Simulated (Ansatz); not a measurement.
BFGeH$_{4}$S (`F[BH][GeH2][SH]`), relaxed with RKS PBE-D4/def2-SVP in Ansatz from a rough embedded geometry. The force threshold is 0.03 eV/Å; the program also tests the step.

The species carries charge 0 and has multiplicity 1.

Start:

```xyz
8

F    -1.329    1.414    1.172
B    -0.175    1.370    0.298
Ge    0.270   -0.333   -0.676
S     0.629   -2.017    0.832
H     0.518    2.300    0.200
H    -0.837   -0.719   -1.655
H     1.642   -0.154   -1.451
H    -0.719   -1.861    1.280
```

Task: How much energy does the relaxation release, and in how many steps? (Best estimate.)

Result: Ansatz gave: 0.44 eV, in 15 steps, 1 of them rejected.

Task: Which bonds change most? (Estimate.)

Result: The calculation gave: F1–B2 from 1.449 to 1.332 Å; S4–H8 from 1.429 to 1.363 Å; B2–H5 from 1.163 to 1.222 Å; B2–Ge3 from 2.012 to 2.066 Å.

Task: Give the relaxed structure. (An estimate is asked.)

Result: Ansatz gave: 
```xyz
8

F    -1.447    1.505    0.811
B    -0.209    1.320    0.357
Ge    0.211   -0.295   -0.862
S     0.704   -1.648    0.920
H     0.680    2.029    0.803
H    -0.898   -0.953   -1.727
H     1.547   -0.242   -1.645
H    -0.590   -1.716    1.342
```
